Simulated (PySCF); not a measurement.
Species: GaH2(iBu), C4H11Ga.
SMILES: `C(C)(C)[CH2][GaH2]`

Level of theory: TDDFT CAM-B3LYP/def2-SVPD, vertical, gas phase, core orbitals frozen in the response in PySCF 2.14.0, density-fitted response routines. Geometry: PBE0-D3(BJ)/def2-SVP, one conformer, isolated molecule. The CAM-B3LYP/def2-SVPD calculation is non-relativistic and has no spin–orbit coupling, an omission that weighs most on gallium.

Computed states:

```csv
state,E (eV),f
S1,4.71,0.0004
S2,5.19,0.0001
S3,7.15,0.0085
S4,7.31,0.0005
S5,7.44,0.0004
S6,7.63,0.219
S7,7.80,0.158
S8,7.87,0.0066
S9,7.97,0.0096
S10,8.12,0.011
S11,8.36,0.0048
S12,8.42,0.018
S13,8.43,0.300
S14,8.63,0.074
S15,8.64,0.0003
```

Broadening: Gaussians 0.3 eV wide at half height, area fixed by f = 4.319×10⁻⁹ ∫ε dν̃. The width is an assumption, not a result. The curve ends short of the highest state used, and states not computed would add to its high-energy end.

Task: What does the envelope look like, and where are its maxima?

Result: 
```tsv
E (eV)	ε (L mol⁻¹ cm⁻¹)
4.26	0
4.37	1
4.47	6
4.58	21
4.69	35
4.80	27
4.91	10
5.01	4
5.12	4
5.23	4
5.34	2
5.45	1
5.55	0
5.66	0
5.77	0
5.88	0
5.99	0
6.09	0
6.20	0
6.31	0
6.42	0
6.53	0
6.63	0
6.74	4
6.85	44
6.96	241
7.07	625
7.17	813
7.28	939
7.39	3394
7.50	12236
7.61	24227
7.71	28174
7.82	21921
7.93	11322
8.04	4543
```

Maxima: 263 nm (4.71 eV), ε about 35, made up of S1 (100%); 173 nm (7.18 eV), ε about 810, made up of S3 (92%) (hardly more than a shoulder); 161 nm (7.70 eV), ε about 28000, made up of S6 (62%) and S7 (37%) (ε in L mol⁻¹ cm⁻¹; maxima over ε = 5, shares over 10%).

Task: Coming from long wavelengths, where does ε first pass 100 L mol⁻¹ cm⁻¹?

Result: At about 180 nm (6.90 eV), 2.19 eV above S1.

Task: What would ε be at 7.70 eV, the highest of these maxima, with half the width (0.15 eV)?

Result: About 32200 L mol⁻¹ cm⁻¹ against 28200, a factor of about 1.1; a lone state at its own centre would give exactly 2.

Task: On this curve, what absorbance would a 10⁻⁴ mol/L sample give at 254 nm over a 1 cm path?

Result: 254 nm is 4.881 eV, where ε is about 14 L mol⁻¹ cm⁻¹, so A = ε c l ≈ 0.0014 (Beer–Lambert, with the gas-phase spectrum and the assumed width).

Hardware: one thread of an Arm Neoverse V2, shared host with 32 logical CPUs at a one-minute load of 25. Cost: 58 s (with the writing of density and orbital grids), 0.98 GiB resident at most.
